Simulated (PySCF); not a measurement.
B3LYP has the VWN-RPA correlation part, as in Gaussian. 

```xyz
9

C     -1.0419    -0.1014     0.0413
C      0.4537    -0.0093     0.0025
N      1.1877     0.9544    -0.3616
O      1.0276    -1.1585     0.4319
H     -1.3742    -0.3169     1.0581
H     -1.3794    -0.9237    -0.5918
H     -1.4985     0.8254    -0.2982
H      0.6387     1.7540    -0.6602
H      1.9863    -1.0241     0.3779
```

Charge 0, multiplicity 1.

Give the Mulliken and meta-Löwdin atomic charges from B3LYP-D3(BJ)/def2-TZVP in PySCF.


| atom | Mulliken (e) | meta-Löwdin (e) |
|---|---|---|
| C1 | -0.32 | -0.36 |
| C2 | 0.18 | 0.37 |
| N3 | -0.35 | -0.49 |
| O4 | -0.39 | -0.47 |
| H5 | 0.13 | 0.14 |
| H6 | 0.13 | 0.14 |
| H7 | 0.11 | 0.12 |
| H8 | 0.20 | 0.22 |
| H9 | 0.32 | 0.35 |
